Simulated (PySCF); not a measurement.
PdO at BP86

Level: BP86. PySCF, scalar-relativistic core potentials, basis sets Pd def2-TZVPP with ECP28, O def2-TZVPP.

```
state                                           : ³Π (triplet), unpaired electrons σ ↑, π ↑
bond length                                     : 0.1804 nm
harmonic wavenumber                             : 671 cm⁻¹
force constant                                  : 3.68 mdyn/Å
rotational constant Be                          : 0.3728 cm⁻¹
anharmonicity ωexe                              : 4.96 cm⁻¹
vibration–rotation constant αe                  : 0.00332 cm⁻¹
well depth De to Pd (4d10) + O                  : 3.32 eV
dissociation energy D0                          : 3.28 eV
bond order (Mayer)                              : 1.59
dipole moment (positive dipole means Pd(−)O(+)) : -3.74 D
```

The metal atom is held in its measured ground configuration; semilocal functionals can put another filling of s and d lower by some tenths of an eV, and De to that atom would be smaller. Spin–orbit coupling is left out, which matters for elements this heavy, above all for dissociation energies. Counting both spins, an empty level lies below a filled one in this solution, because spin and occupation are held. The state is the lowest single determinant that the PBE0 search found; with open d or f shells the true ground state can be another one.
